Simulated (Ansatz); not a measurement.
Reaction (redistribution): `F[SiH2]S[SiH2]Cl` + `C=C[SiH](N)CC` → `C=C[SiH](F)S[SiH2]Cl` + `CC[SiH2]N`

Gas-phase electronic energies from Ansatz, PBE0-D4/def2-TZVP geometries. CBS: MP2 limit from def2 TZ/QZ plus the TZ coupled-cluster correction, frozen cores. Functionals use def2-TZVPP. Each species was taken in one conformer, which may not be the lowest.

| level | ΔE (kJ/mol) |
| --- | --- |
| PBE-D4 | -9.2 |
| PBE | -6.9 |
| r2SCAN | -9.0 |
| MP2/def2-QZVPP | -7.9 |

Question: What does CCSD(T)/CBS give? (Estimate.)

Answer: Computed: -7.5 kJ/mol. The listed levels differ from it by -1.7, 0.6, -1.5, -0.4 kJ/mol.

Largest T1 diagnostic among the species: 0.011.

The D4 term adds −3.7 kJ/mol with B3LYP and −2.2 kJ/mol with PBE0; it sums over pairs of atoms, weighted by their polarisabilities, and B3LYP, whose exchange is more repulsive, gets the larger term.

B3LYP here is the variant with VWN-RPA as its local correlation; programs differ in this.
